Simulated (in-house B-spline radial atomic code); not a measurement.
Inner levels of lanthanum as electrons are removed. A shift is the extra binding of the orbital against the neutral atom ([Xe] 5d1 6s2). Computed with an all-electron radial atomic-structure program (B-spline basis): non-relativistic Hartree-Fock, average of the configuration, point nuclei.

This level leaves out relativity, spin-orbit splitting included, which matters for heavy ions.

| ion | configuration | shift of 1s (eV) | radius of 1s (bohr) | Σ<r²> (bohr²) | change of density at nucleus (bohr⁻³) |
| --- | --- | --- | --- | --- | --- |
| La47+ | [He] 2s2 2p6 | 3273.56 | 0.026619 | 0.096407 | -2521.16 |
| La48+ | [He] 2s2 2p5 | ? | ? | ? | ? |
| La49+ | [He] 2s2 2p4 | 3931.64 | 0.026582 | 0.072587 | -2028.9 |
| La50+ | [He] 2s2 2p3 | ? | ? | ? | ? |
| La51+ | [He] 2s2 2p2 | 4606.23 | 0.026543 | 0.05021 | -1520.33 |
| La52+ | [He] 2s2 2p1 | 4949.69 | 0.026523 | 0.039529 | -1259.9 |
| La53+ | [He] 2s2 | ? | ? | ? | ? |
| La54+ | [He] 2s1 | 5596.52 | 0.0265 | 0.015383 | -7744.9 |
| La55+ | 1s2 | 5898.37 | 0.02649 | 0.0018728 | -14647.1 |
| La56+ | 1s1 | 6863.25 | 0.026316 | 0.00092336 | -72220.9 |

Problem. Fill in the row of La48+.

Solution. shift of 1s (eV): 3600.53; radius of 1s (bohr): 0.026601; Σ<r²> (bohr²): 0.08431; change of density at nucleus (bohr⁻³): -2277.06.

Problem. Fill in the row of La50+.

Solution. shift of 1s (eV): 4266.88; radius of 1s (bohr): 0.026563; Σ<r²> (bohr²): 0.061225; change of density at nucleus (bohr⁻³): -1776.66.

Problem. Fill in the row of La53+.

Solution. shift of 1s (eV): 5297.24; radius of 1s (bohr): 0.026503; Σ<r²> (bohr²): 0.029169; change of density at nucleus (bohr⁻³): -995.37.
